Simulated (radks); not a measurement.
Results of a calculation; reference values are marked as such.
Initial-state core-level shifts of the thulium ion Tm2+ when its valence configuration changes from [Xe] 4f13. Code: a radial shooting solver on a logarithmic mesh with Libxc functionals. Model: Dirac Kohn-Sham, PBE, spin-unpolarised, spherical densities, finite nucleus; open shells are shared between the two j in proportion to 2j + 1; Fermi nuclear charge, rms radius 5.2256 fm. Shifts are changes of the shell-averaged eigenvalues in eV (positive: less bound); the change of the density at the nucleus, which sets a Mossbauer isomer shift, is in e/bohr^3, on a base of 9.496e+05.

valence,1s,2s,4s,4d,density at nucleus
4f12 5d1,-6.739,-7.233,-7.749,-7.376,+37.54
4f11 5d1 6s1,-17.125,-18.360,-19.310,-18.460,+158.99
4f12 6s1,-9.256,-9.863,-10.331,-9.987,+107.53
4f11 5d1.5 6s0.5,-15.723,-16.892,-17.874,-17.013,+119.58
4f10 5d2.5 6s0.5,-24.217,-26.117,-27.505,-26.025,+174.23
4f10.5 5d1 6s1 6p0.5,-23.511,-25.167,-26.288,-25.150,+194.95
4f11 6p2,-22.742,-24.094,-24.954,-24.127,+101.17
4f11 5d2,-14.384,-15.492,-16.499,-15.627,+82.86
4f11 5d0.5 6s1.5,-18.582,-19.887,-20.799,-19.960,+201.01
